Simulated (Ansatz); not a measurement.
Abridged output of a molecular run in Ansatz:

```
Functional definition: HF
619 factors; integrals over basis functions are off by at most 9.7e-4 eV
mean field evaluation 1: about -89072.9184 eV, gradient 1.1e1 eV
mean field evaluation 2: about -89072.9304 eV, gradient 1.1e1 eV
mean field evaluation 4: about -89074.1144 eV, gradient 1.6e0 eV
mean field evaluation 8: about -89074.1786 eV, gradient 2.7e-1 eV
mean field -89074.18057591 eV, -3273.4157595164 hartree, gradient 7.4e-6 eV, S^2 0.753762; 0 other end points of the search recorded, 0 dependent functions left out
19 core orbitals not correlated: weight in the atoms' cores, before any rotation towards them, 1.000 or more for the frozen orbitals, at most 0.000 for the correlated occupied ones
reference -89074.18057591 eV, -3273.4157595164 hartree; 14, 13 occupied and 35, 36 virtual orbitals, 619 factors
second order -10.85090219 eV of doubles, -0.00000000 eV of singles
cycle   1  -11.07171764 eV  change   -2.2e-1 eV  update   6.3e-2
cycle   2  -11.28597641 eV  change   -2.1e-1 eV  update   2.1e-2
cycle   3  -11.31754859 eV  change   -3.2e-2 eV  update   1.2e-2
cycle   4  -11.30896377 eV  change    8.6e-3 eV  update   3.9e-3
cycle   5  -11.31067236 eV  change   -1.7e-3 eV  update   1.5e-3
cycle   6  -11.31024340 eV  change    4.3e-4 eV  update   5.7e-4
cycle   7  -11.31039793 eV  change   -1.5e-4 eV  update   2.2e-4
cycle   8  -11.31049186 eV  change   -9.4e-5 eV  update   6.8e-5
cycle   9  -11.31045586 eV  change    3.6e-5 eV  update   2.8e-5
cycle  10  -11.31045741 eV  change   -1.6e-6 eV  update   9.7e-6
perturbative correction -0.25003179 eV, -0.0091884989 hartree
Total energy: -89085.74106511 eV, -3273.8405996587 hartree
Checks for a lower state left out: cluster_reference
```

Its atoms:

Cartesian coordinates in Å:
```
Cl -0.9088 0.5001 -1.5754
Al 0.5404 -0.3822 -0.3341
Br 0.3685 -0.1179 1.9095
```

(1) Which basis set was used?
A. def2-SVP
B. def2-SVPD
C. def2-QZVPP
D. cc-pV(Q+d)Z

(2) Write the keys of the input that set method, charge and spin (a neutral closed shell needs none for the last two).

Answers

(1) A. It gives 68 functions.

(2) 
```yaml
magnetization: {spin_polarized: true, initial_magnetization: 1}
correlation: {method: ccsd_t}
scf: {omitted_lower_state_checks: [cluster_reference]}
```
